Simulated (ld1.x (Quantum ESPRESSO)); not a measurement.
How hard is this sulfur (S) TM potential?

* Element: S
* Generator: ld1.x (Quantum ESPRESSO) 7.5
* Type: norm-conserving Troullier–Martins (Kleinman–Bylander form)
* Functional: PBE
* Relativity: scalar-relativistic
* Frozen core: [Ne]
* Valence charge: 6
* Reference configuration: 3s2 3p2 (charge +2)
* Partial waves: 3p (bound): rc 1.20 bohr; 3s (bound): rc 1.35 bohr
* Local potential: the s channel
* Core correction: none

The pseudo-atom Hamiltonian at the reference potential is diagonalised in spherical Bessel functions j_l(qr) that vanish at 20 bohr, with q² up to the cutoff. All-electron valence levels (Ry): 3p -2.0564, 3s -2.8955.

**Question.** How do the lowest levels (Ry) of each channel move with the cutoff, and are there ghosts?

**Answer.**

```
cutoff (Ry)     p #1     s #1     d #1     d #2     f #1  Σ f·Δε (mRy)
          8  -2.0063  -2.6997  -0.7654  -0.3304  -0.2860         491.9
         12  -2.0337  -2.8084  -0.7760  -0.3337  -0.2863         219.6
         18  -2.0349  -2.8773  -0.7768  -0.3340  -0.2864          79.5
         25  -2.0351  -2.8881  -0.7774  -0.3342  -0.2864          57.5
         35  -2.0366  -2.8891  -0.7790  -0.3347  -0.2864          52.5
         50  -2.0455  -2.8939  -0.7797  -0.3349  -0.2864          25.0
         60  -2.0511  -2.8951  -0.7798  -0.3349  -0.2864          11.6
         80  -2.0556  -2.8953  -0.7798  -0.3349  -0.2864           2.0
        100  -2.0558  -2.8954  -0.7798  -0.3349  -0.2864           1.5
        120  -2.0561  -2.8955  -0.7798  -0.3349  -0.2864           0.8
        160  -2.0564  -2.8955  -0.7798  -0.3349  -0.2864           0.2
        400  -2.0564  -2.8955  -0.7798  -0.3349  -0.2864           0.0
```

Result: no extra level below or beside the all-electron valence levels (p, s, d, f tested); 10 mRy is reached at 70 Ry and 1 mRy at 120 Ry.
